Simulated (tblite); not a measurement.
Compound: C4H8O3Si.
SMILES with atom numbers: `[CH2:1]=[CH:2][SiH2:3][O:4][CH2:5][C:6](=[O:7])[OH:8]` (hydrogens: H9, H10 on C1; H11 on C2; H12, H13 on Si3; H14, H15 on C5; H16 on O8)

The geometry is computed with GFN2-xTB (gas phase).

(1) Give the optimised bond lengths and angles.

Results:

(1) 
| bond | length (bohr) | order |
| --- | --- | --- |
| C1=C2 | 2.500 | double |
| C2–Si3 | 3.563 | single |
| Si3–O4 | 3.097 | single |
| O4–C5 | 2.596 | single |
| C5–C6 | 2.853 | single |
| C6=O7 | 2.267 | double |
| C6–O8 | 2.520 | single |
| C1–H9 | 2.036 | single |
| C1–H10 | 2.041 | single |
| C2–H11 | 2.051 | single |
| Si3–H12, Si3–H13 | 2.764 | single |
| C5–H14, C5–H15 | 2.078 | single |
| O8–H16 | 1.836 | single |

Bonds in one row agree within 0.02 bohr and their mean is given. Orders are formal, as drawn. A selection of angles:
| angle | degrees |
| --- | --- |
| C1–C2–Si3 | 124.3 |
| C2–Si3–O4 | 113.5 |
| Si3–O4–C5 | 131.9 |
| O4–C5–C6 | 113.6 |
| C5–C6–O7 | 124.5 |
| C5–C6–O8 | 112.2 |
| O7–C6–O8 | 123.4 |
| H16–O8–C6 | 110.6 |

Torsions: C1–C2–Si3–O4 -168° (antiperiplanar); C2–Si3–O4–C5 -65° (synclinal); Si3–O4–C5–C6 -6° (synperiplanar); O4–C5–C6–O7 2° (synperiplanar); H16–O8–C6–C5 180° (antiperiplanar). The mirror-image conformer, all signs reversed, is as good.

Si3 (oxygen-bound silicon) has angles from 94.5° to 114.2°. Of the pairs four or more bonds apart, Si3···O7 is among the closest relative to their van der Waals radii: 2.71 Å, 75 % of the sum of Bondi's values. The C–C distances run from 1.323 Å (C1=C2, drawn double) to 1.510 Å (C5–C6, drawn single), a spread of 0.187 Å. The 3 C–O bonds span 1.200 Å (C6=O7, drawn double) to 1.374 Å (O4–C5, drawn single), a spread of 0.174 Å.

Point group: C1 (no symmetry element, even within 0.4 Å). Its GFN2-xTB frequencies are all real (lowest 16 cm⁻¹). The numbers are those of one conformer (C1–C2–Si3–O4 -168°, C2–Si3–O4–C5 -65°, Si3–O4–C5–C6 -6°, O4–C5–C6–O7 2°, C5–C6–O8–H 180°). 3 starts were optimised and ended at 0.00, 3.19 and 4.20 kcal/mol (GFN2-xTB); the lowest of these is shown.
